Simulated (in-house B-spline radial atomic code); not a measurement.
Whole-atom quantities along the 9-electron series, configuration 1s2 2s2 2p1/2(2) 2p3/2(3). Breit and QED terms are first order and not part of the total energy; the density at the nucleus is averaged over the nuclear charge. Computed with a B-spline radial code for spherical atoms: Dirac-Hartree-Fock, jj configuration that fills j = l - 1/2 first, finite nuclei.

| ion | Z | E/Z² (Eh) | Σ<r²> (bohr²) | n(0)/Z³ (bohr⁻³) | Lamb diamagnetic shielding (ppm) | repulsion over attraction | Breit energy (eV) | self-energy (eV) | vacuum polarisation (eV) |
| --- | --- | --- | --- | --- | --- | --- | --- | --- | --- |
| Ni19+ | 28 | -1.6499 | 0.39939 | 0.8747 | 1769.05 | 0.064161 | 14.238 | 11.877 | -1.045 |
| Cu20+ | 29 | -1.6589 | 0.36778 | 0.89049 | 1839.42 | 0.062044 | 15.944 | 13.412 | -1.2042 |
| Zn21+ | 30 | -1.6675 | 0.33973 | 0.90758 | 1910.09 | 0.060057 | 17.782 | 15.08 | -1.3814 |
| Ga22+ | 31 | -1.6757 | 0.31472 | 0.925 | 1981.07 | 0.05819 | 19.759 | 16.89 | -1.5777 |
| Ge23+ | 32 | -1.6836 | 0.29233 | 0.94293 | 2052.38 | 0.056431 | 21.879 | 18.848 | -1.7947 |
| As24+ | 33 | -1.6911 | 0.2722 | 0.96238 | 2124.03 | 0.054772 | 24.148 | 20.961 | -2.0338 |
| Se25+ | 34 | -1.6984 | 0.25405 | 0.98226 | 2196.03 | 0.053205 | 26.571 | 23.235 | -2.2968 |
| Br26+ | 35 | -1.7054 | 0.23761 | 1.0033 | 2268.4 | 0.051721 | 29.154 | 25.679 | -2.5851 |
| Kr27+ | 36 | -1.7121 | 0.22268 | 1.0251 | 2341.15 | 0.050315 | 31.902 | 28.3 | -2.9006 |
| Rb28+ | 37 | -1.7187 | 0.20908 | 1.0481 | 2414.31 | 0.04898 | 34.821 | 31.105 | -3.2451 |
| Sr29+ | 38 | -1.725 | 0.19666 | 1.0719 | 2487.88 | 0.047712 | 37.917 | 34.103 | -3.6206 |

**Question.** With what power of Z does the column «self-energy (eV)» change over this range?

**Answer.** A fit of the logarithm of its size against log Z from Z = 28 to 38 has slope 3.45. One-loop self-energy scales as Z⁴F(Zα), with F falling from low Z to about Z = 90.
